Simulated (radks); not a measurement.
Spherical quantum dot in the effective-mass picture: electrons in a hard-walled sphere of radius 3.52, all in effective atomic units (hartree* = m*/eps^2 hartree, bohr* = eps/m* bohr), one dielectric constant everywhere. Method: non-relativistic Kohn-Sham, LDA (Slater exchange, Perdew-Wang correlation), spin-polarised, spherical densities; computed with a radial shooting solver with Libxc functionals. Levels are named by radial order and angular momentum (1s, 1p, 1d, 2s, ...), and open shells are averaged over m. Results are scaled to m* = 0.241 and eps = 9.6, for which hartree* = 71.16 meV and bohr* = 2.108 nm.

N = 3, configuration 1s2 1p(up 1, down 0). This is the lowest configuration that the search found. Occupied and some empty levels:

level,occupation,eigenvalue (meV),<r> (nm)
1s up,1,100.01,4.045
1s down,1,103.17,4.030
1p up,1,124.74,4.569
1p down,0,128.11,4.569
1d up,0,159.15,4.910
1d down,0,162.52,4.914
2s up,0,187.31,3.592
2s down,0,189.52,3.595
1f up,0,201.98,5.159
1f down,0,205.29,5.164

Energy (meV): total 202.526, kinetic 117.93, external 0, Hartree 143.33, exchange-correlation -58.735.
